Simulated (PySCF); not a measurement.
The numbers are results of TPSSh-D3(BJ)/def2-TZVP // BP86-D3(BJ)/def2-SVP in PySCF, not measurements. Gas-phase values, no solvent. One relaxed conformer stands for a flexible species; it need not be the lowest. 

Reference species: [Hf(OH)4] (neutral, multiplicity 1).

charge on the central atom (Mulliken): 1.64 e
HOMO–LUMO gap: 7.32 eV
LUMO: -0.13 eV
coordination number: 4

Changed species: [Hf(OH)(NH2)3] (3 of 4 OH replaced by NH2; the reference has 0 of 4 OH replaced by NH2).

Task: Give the shifts of the charge on the central atom (Mulliken), HOMO–LUMO gap, LUMO and coordination number.

Result: the charge on the central atom (Mulliken) falls by 0.18 e, to 1.46 e; the HOMO–LUMO gap decreases by 1.55 eV, to 5.77 eV; the LUMO goes up by 0.04 eV, to -0.09 eV; the coordination number hardly moves.
